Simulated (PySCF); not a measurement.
Species: Cu2(I)4 (triplet state).
Structure used (PBE0-D3(BJ)/def2-SVP), in Å, numbered top down from 1:
```
atom  x, y, z in Å
Cu1   -0.9087   -0.9923   -0.4768
I2    -3.0347   -2.1828   -0.4726
I3     1.4080   -0.6342   -1.4659
Cu4    0.9119    0.9854    0.4799
I5     3.0236    2.2023    0.4580
I6    -1.4001    0.6216    1.4774
```

Method used: PBE0-D3(BJ)/def2-SVP geometry optimisation, gas phase, def2 core potentials past Kr (PySCF 2.14.0).

Masses are those of the commonest isotopes; rigid-rotor values at the optimised geometry. The values belong to one conformer.

(1) What are A, B and C (MHz)?

(2) Classify the top.

(3) What does the inertial defect say?

(4) Give the other two planar moments, Paa and Pbb, and the rms extents of the mass along the axes.

Results:

(1) Ia = 1066.80, Ib = 3943.59, Ic = 5010.25 u·Å²; 505379 MHz·u·Å²/I gives A = 473.7, B = 128.2, C = 100.9 MHz.

(2) An asymmetric top; Ray's κ = -0.854.

(3) Not planar: Δ = Ic − Ia − Ib = -0.14 u·Å². For a rigid frame Δ = −2 Σ m c², so Σ m c² = 0.07 u·Å² lies off the ab plane. The atom farthest from that plane is 0.01 Å away.

(4) Paa = Σ m a² = (Ib + Ic − Ia)/2 = 3943.52 and Pbb = Σ m b² = (Ia + Ic − Ib)/2 = 1066.73 u·Å². With the mass M = 633.48 u, the rms extents √(P/M) along a, b and c are 2.50, 1.30, 0.01 Å.

The point group C2h allows no dipole (computed: 0.02 D), so a rigid rotor has no electric-dipole lines.

Task: Estimate the classical rotational partition function at 50 K, 100 K and 200 K.

Result: Point group C2h, symmetry number σ = 2; q = (√π/σ)·√((kT/h)³/(ABC)), k/h = 20836.6 MHz/K: 381000 at 50 K, 1080000 at 100 K, 3050000 at 200 K.

For this open shell read J as N, the rotation without spin; fine and hyperfine splittings come on top. No PBE0-D3(BJ)/def2-SVP frequencies stand behind this structure, so it isn't proved a minimum. ⟨S²⟩ = 2.008 (exact for a triplet: 2.00). No vibrational averaging or centrifugal distortion is included, and the geometry carries the error of its method. Quadrupole hyperfine structure (127I) is left out.

Neither the SCF state along the optimisation nor the shape of the open-shell metal species was proved the lowest: other solutions of the same spin, or a structure of lower symmetry, can lie below.
